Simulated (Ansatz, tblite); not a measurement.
Spin states of Cu₃H₃ (the lowest singlet isomer of a short search), each relaxed with PBE-D4/def2-SVP in Ansatz. Electronic energies in the gas phase.

The xTB rows come from tblite. HSE06 is defined as in plane-wave codes, on full-range PBE exchange. Correlated methods freeze 27 core orbitals. In CCSD on the charge 0 quintet the largest single amplitude is 0.32, so its Hartree–Fock determinant may place the open shell otherwise than the density functionals do. The structure comes from a short search, and lower isomers may exist.

Singlet geometry (D3h within 0.1 Å):

```
atom    x (Å)    y (Å)    z (Å)
 Cu1   1.0335   0.8446  -0.1275
 Cu2  -1.2545   0.4478  -0.1526
 Cu3   0.2211  -1.2924   0.2800
  H4  -0.3117   1.8226  -0.3947
  H5  -1.4574  -1.1910   0.1797
  H6   1.7691  -0.6316   0.2151
```

Triplet geometry:

Cartesian coordinates in Å:
```
Cu -0.584 1.019 -0.521
Cu -1.063 -1.077 0.533
Cu 1.207 -0.389 0.205
H -2.101 1.085 -0.555
H 1.468 -1.719 0.890
H 1.074 1.082 -0.551
```

Quintet geometry:

| atom | x (Å) | y (Å) | z (Å) |
| --- | --- | --- | --- |
| Cu1 | 0.245 | 1.001 | -1.258 |
| Cu2 | 1.000 | -1.276 | -0.311 |
| Cu3 | -0.678 | 0.106 | 0.800 |
| H4 | -0.672 | -0.583 | -0.802 |
| H5 | 0.523 | -0.867 | 1.323 |
| H6 | -0.417 | 1.619 | 0.248 |

⟨S²⟩: triplet 2.02 at PBE0-D4/def2-TZVP (pure 2.00), quintet 6.01 at PBE0-D4/def2-TZVP (pure 6.00).

Run but left out: HF/STO-3G, MP2/def2-TZVP (triplet: ⟨S²⟩ 2.19 to 5.09, where a pure state has 2.00); HF/def2-TZVP (triplet: a determinant that CCSD turns far, T1 0.082); GFN2-xTB (tight binding far off the other levels); HF/STO-3G (quintet: ⟨S²⟩ 8.19, where a pure state has 6.00); HF/def2-TZVP, MP2/def2-TZVP (quintet: a determinant that CCSD turns far, T1 0.076).

Only these spin states were relaxed. The triplet has other bonds than the singlet, so the gap mixes isomer and spin. The quintet has other bonds than the singlet, so the gap mixes isomer and spin.

Second-order perturbation terms are unreliable where d shells bring near-degenerate states, and here PBE-QIDH/def2-TZVP lies more than 0.4 eV from the median of the functionals without such a term.

(1) Estimate which spin state lies lowest at each of these levels, and by how much: GFN1-xTB; PBE-D4/def2-TZVP; r2SCAN-D4/def2-TZVP; B97M-V/def2-TZVP; r2SCANh-D4/def2-TZVP; PBE0-D4/def2-TZVP; r2SCAN0-D4/def2-TZVP; HSE06-D4/def2-TZVP; PBE-QIDH/def2-TZVP; RPA@PBE/def2-TZVP; CCSD/def2-TZVP; CCSD(T)/def2-TZVP.

Results:

(1) 
| level | triplet − singlet (kcal/mol) | quintet − singlet (kcal/mol) | lowest of these | remarks |
| --- | --- | --- | --- | --- |
| GFN1-xTB | 53.4 | 169.0 | singlet | – |
| PBE-D4/def2-TZVP | 55.2 | 116.8 | singlet | – |
| r2SCAN-D4/def2-TZVP | 56.0 | 115.1 | singlet | – |
| B97M-V/def2-TZVP | 59.0 | 125.8 | singlet | – |
| r2SCANh-D4/def2-TZVP | 60.8 | 121.3 | singlet | – |
| PBE0-D4/def2-TZVP | 67.4 | 131.9 | singlet | – |
| r2SCAN0-D4/def2-TZVP | 67.9 | 128.4 | singlet | – |
| HSE06-D4/def2-TZVP | 67.1 | 131.5 | singlet | – |
| PBE-QIDH/def2-TZVP | 93.0 | 164.1 | singlet | test for broken spin undecided (singlet) |
| RPA@PBE/def2-TZVP | 57.8 | 120.7 | singlet | – |
| CCSD/def2-TZVP | 76.1 | 138.5 | singlet | large T1 (0.076) (quintet), large T1 (0.082) (triplet), spin-contaminated (⟨S²⟩ 2.19) (triplet) |
| CCSD(T)/def2-TZVP | 81.1 | 145.4 | singlet | large T1 (0.076) (quintet), large T1 (0.082) (triplet), spin-contaminated (⟨S²⟩ 2.19) (triplet) |

Change of the quintet − singlet gap on mixing in exact exchange, in kcal/mol: PBE to PBE0 (25 % exact exchange) 15.1; r2SCAN to r2SCANh (10 % exact exchange) 6.2; r2SCAN to r2SCAN0 (25 % exact exchange) 13.2. The xTB methods have no spin-polarisation term.
